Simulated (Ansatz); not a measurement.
F₃La (SMILES [F][La]([F])[F]), singlet, at a GFN2-xTB geometry (such geometries of metal compounds can be far from the true shape) (core potentials on La); R2SCAN/def2-QZVPP (Ansatz, a quantum-chemistry and plane-wave program).

Here is a job for Ansatz.
Ansatz 0.2 input:
```yaml
crystal:
  periodic: [false, false, false]
  atoms:
    - {symbol: La, position_ang: [0.03101627, -0.05651823, -0.13480663]}
    - {symbol: F, position_ang: [-1.70864996, -0.89419144, 0.33144867]}
    - {symbol: F, position_ang: [-0.05107305, 1.90142145, -0.45924858]}
    - {symbol: F, position_ang: [1.56328666, -0.64928125, 0.98157523]}
basis:
  gaussian:
    orbitals: def2-QZVPP.json
hamiltonian:
  xc: r2scan
```
The basis file holds def2-QZVPP in the JSON format of the Basis Set Exchange.

Write the output that Ansatz gives for this input, abridged.


```
Functional definition: r2SCAN
914 factors; their error is unknown
mean field evaluation 1: about -9008.8950 eV, gradient 7.9e1 eV
mean field evaluation 2: about -8963.3681 eV, gradient 1.9e2 eV
mean field evaluation 4: about -9017.5672 eV, gradient 3.5e0 eV
mean field evaluation 8: about -9017.5912 eV, gradient 5.0e-2 eV
mean field evaluation 16: about -9017.5873 eV, gradient 3.5e-5 eV
mean field -9017.58729962 eV, -331.3902209210 hartree, gradient 3.5e-5 eV, S^2 0.000000; 0 other end points of the search recorded, 0 dependent functions left out
reference -9017.58732207 eV, -331.3902217458 hartree; 19, 19 occupied and 233, 233 virtual orbitals, 914 factors
Total energy: -9017.58732207 eV, -331.3902217458 hartree
```
